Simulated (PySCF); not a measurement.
Adding and removing an electron: NiN

LDA; basis Ni def2-TZVPPD, N def2-TZVPPD; no relativity; PySCF 2.14. Neutral (UKS): quartet (σ ↑, π ↑↑), Re = 1.583 Å, ωe = 904 cm⁻¹, HOMO -5.34 eV, LUMO -4.86 eV.

NiN⁺ (UKS): quintet (σ ↑, π ↑↑, δ ↑), Re = 1.712 Å, ωe = 683 cm⁻¹. The energies at the minima are -1559.91637 hartree for NiN and -1559.53833 for NiN⁺.

(1) Work out the adiabatic ionisation energy, without and with harmonic zero-point energies (1 hartree = 27.2114 eV, 1 eV = 8065.5 cm⁻¹), and the change of the bond length.

De is left out where the level can put another filling of the metal’s s and d shells below the measured ground configuration, by anything from nothing to about 1 eV. Counting both spins, an empty level lies below a filled one in some of these solutions, because spin and occupation are held. With d or f electrons several states lie close, and the lowest PBE0 determinant need not be the measured ground state.

Answers

(1) At LDA: 0.37804 hartree = 10.287 eV between the minima; the zero-point term (683.0 − 904.0)/2 cm⁻¹ = -0.014 eV makes it 10.273 eV. Re changes by +12.9 pm against the neutral. The electron leaves a δ orbital; in so polar a molecule the change of length follows mostly from the change of the ionic charges.
